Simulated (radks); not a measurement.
Values are calculated unless marked as measured or tabulated.
Effect of the nuclear size on the rhenium ion Re+, [Xe] 4f14 5d5 6s1. Level of theory: Dirac Kohn-Sham, PBE, spin-unpolarised, spherical densities, finite nucleus; open shells fill j = l - 1/2 first; Fermi nuclear charge, rms radius 5.3698 fm (a radial shooting solver on a logarithmic mesh with Libxc functionals). The rms radius is varied about that value; shifts are against it.

| rms radius (fm) | total energy shift (eV) | density at nucleus (e/bohr^3) | 1s1/2 shift (meV) | 2s1/2 shift (meV) | 5s1/2 shift (meV) | 5p1/2 shift (meV) | 6s1/2 shift (meV) | 5d5/2 shift (meV) | 6p1/2 (empty) shift (meV) |
|---|---|---|---|---|---|---|---|---|---|
| 4.4623 | -20.4 | 1.652e+06 | -8230 | -1170 | -11.3 | 0.292 | -1.15 | 0.408 | 0.118 |
| 5.112 | -6.03 | 1.574e+06 | -2440 | -347 | -3.35 | 0.086 | -0.340 | 0.121 | 0.035 |
| 5.3698 | 0 | 1.547e+06 | 0.000 | 0.000 | 0.000 | 0.000 | 0.000 | 0.000 | 0.000 |
| 5.7725 | 9.80 | 1.507e+06 | 3960 | 564 | 5.44 | -0.140 | 0.552 | -0.196 | -0.057 |
| 5.9981 | 15.5 | 1.487e+06 | 6260 | 891 | 8.60 | -0.221 | 0.872 | -0.310 | -0.090 |

Slopes of the eigenvalues against <r^2> in GHz/fm^2, as finite differences over the two radii next to the reference (eigenvalue slopes, not the field-shift constants of lines): 1s1/2 215000, 2s1/2 30600, 5s1/2 296, 5p1/2 -7.60, 6s1/2 30.0, 5d5/2 -10.7, 6p1/2 (empty) -3.08.
